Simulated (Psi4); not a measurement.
Pair of molecules, SMILES N with SMILES [SeH2] (the first has 4 atoms); geometry from B3LYP-D3(BJ)/def2-TZVP, rigid monomers moved along the line of their centres of mass till N1···H7 is 1.93 Å.
(charge 0, multiplicity 1):
```xyz
7

N     -0.068    -0.198     0.016
H     -0.979    -0.306    -0.415
H      0.383     0.601    -0.415
H      0.479    -1.022    -0.208
Se    -0.363     0.185     3.403
H      0.965     0.804     3.524
H     -0.212     0.032     1.931
```

Computed with SAPT0/aug-cc-pVDZ in Psi4.

Q: Which attractive term is largest, and how does the interaction split up?

A: electrostatics -12.12, exchange 20.01, induction -6.51, dispersion -4.29, total -2.91 kcal/mol; the largest attraction is electrostatics.
